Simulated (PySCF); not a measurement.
C2H5F2Sb, SMILES C[CH2][Sb]([F])[F]. Atoms are numbered in the order given.

```xyz
10

Sb     0.5736     0.2791     0.0000
F      0.3096    -1.0018    -1.4314
F      0.3096    -1.0018     1.4314
C     -1.5084     0.8490     0.0000
C     -2.4180    -0.3690     0.0000
H     -1.6620     1.4877     0.8867
H     -1.6620     1.4877    -0.8867
H     -2.2333    -0.9929    -0.8865
H     -2.2333    -0.9929     0.8865
H     -3.4791    -0.0735     0.0000
```
Charge 0, spin multiplicity 1.

The structure is a stationary point at PBE0-D3(BJ)/def2-SVP. The structure was generated by enumeration; whether it is a known compound was not checked. The def2 effective core potentials stand for the cores of Sb; spin–orbit coupling is left out. One conformer was computed; it need not be the lowest.

Method: PySCF with HF/def2-TZVP.

ESP charges are fitted to the potential on shells at 1.4 to 2.0 van der Waals radii. Atomic charges (e):

```
atom  Mulliken  Löwdin  ESP fit
----  --------  ------  -------
Sb1       1.27    0.95     0.51
F2       -0.58   -0.37    -0.31
F3       -0.58   -0.37    -0.31
C4       -0.39   -0.48      [?]
C5       -0.33   -0.32      [?]
H6        0.11    0.12     0.03
H7        0.11    0.12     0.03
H8        0.14    0.12      [?]
H9        0.14    0.12      [?]
H10       0.11    0.11      [?]
```

Problem. What belongs in the gaps? (An estimate is asked for; the answer gives what the named calculation found.)

Solution. 
- C4, ESP fit: 0.07
- C5, ESP fit: -0.23
- H8, ESP fit: 0.09
- H9, ESP fit: 0.09
- H10, ESP fit: 0.04
